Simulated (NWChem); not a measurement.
# C$_{4}$H$_{4}$ClF; SMILES CC(Cl)=C=CF

Program: NWChem. Pople sets run with spherical d functions. Medium grid unless said otherwise, to which SCAN and Minnesota functionals are sensitive. Coordinates come from a PBE-D3(BJ)/def2-SVP optimisation. B3LYP is NWChem's, with the RPA form of VWN correlation. Total energies of different functionals are on different scales.

```csv
level,energy (Ha),highest occupied level (eV),orbital gap (eV),dipole (D)
B3LYP/6-31G*,-714.7871,-7.21,6.60,2.00
PBE/6-31G*,-714.2896,-6.19,4.83,1.91
RPBE/6-31G*,-714.7332,-6.14,4.85,1.89
r2SCAN/6-31G*,-714.6065,-6.53,5.25,2.04
MN15-L/6-31G*,-714.4813,-6.67,5.69,2.06
BP86/6-31G*,-714.8140,?,4.84,1.93
M06-L/6-31G*,-714.7343,-6.52,5.25,2.02
```

Q: Some entries are withheld; supply them.

A: 
- BP86/6-31G*, highest occupied level (eV): -6.30
